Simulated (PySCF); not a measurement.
C4H7ClSi, SMILES ClC=C=C[SiH2]C.

Geometry: PBE-D3(BJ)/def2-SVP. The structure was generated by enumeration; whether it is a known compound was not checked. One conformer was computed; it need not be the lowest.

Method: PBE-D3(BJ)/def2-SVP (PySCF).

Frequencies are harmonic and unscaled.

```csv
mode,ν (cm⁻¹),IR (km/mol),moving atoms (share of kinetic energy)
1,30,0.6,"C 53 %, H 27 %, Cl 16 %"
2,78,0.1,"Cl 29 %, Si 28 %, H 23 %, C 21 %"
3,140,0.2,"C 44 %, H 41 %, Si 13 %"
4,160,0.3,"H 53 %, C 26 %, Cl 11 %, Si 10 %"
5,182,0.6,"H 45 %, C 45 %"
6,265,1.0,"C 63 %, H 19 %, Cl 10 %"
7,411,15.9,"C 57 %, H 35 %, Si 8 %"
8,471,17.0,"H 55 %, C 26 %, Si 13 %"
9,504,2.9,"C 49 %, H 35 %, Cl 14 %"
10,604,2.2,"H 50 %, C 38 %, Si 11 %"
11,636,17.8,"H 66 %, C 33 %"
12,678,12.7,"C 41 %, H 40 %, Si 19 %"
13,729,43.1,"H 56 %, C 27 %, Si 17 %"
14,748,22.9,"C 47 %, H 41 %, Si 9 %"
15,758,53.1,"C 68 %, H 16 %, Cl 14 %"
16,821,44.2,"H 81 %, C 18 %"
17,856,26.9,"H 78 %, C 17 %"
18,867,273.8,"H 78 %, Si 12 %, C 10 %"
19,909,74.5,H 95 %
20,1054,2.4,"H 74 %, C 25 %"
21,1153,4.3,"H 83 %, C 16 %"
22,1214,12.5,"H 79 %, C 21 %"
23,1298,92.6,"C 80 %, H 20 %"
24,1382,3.8,H 96 %
25,1384,2.5,H 96 %
26,1997,26.0,C 99 %
27,2147,131.5,H 97 %
28,2175,79.5,H 96 %
29,2978,2.8,H 97 %
30,3033,2.7,"H 92 %, C 8 %"
31,3079,2.4,"H 91 %, C 9 %"
32,3084,1.7,"H 91 %, C 9 %"
33,3125,6.8,"H 92 %, C 8 %"
```
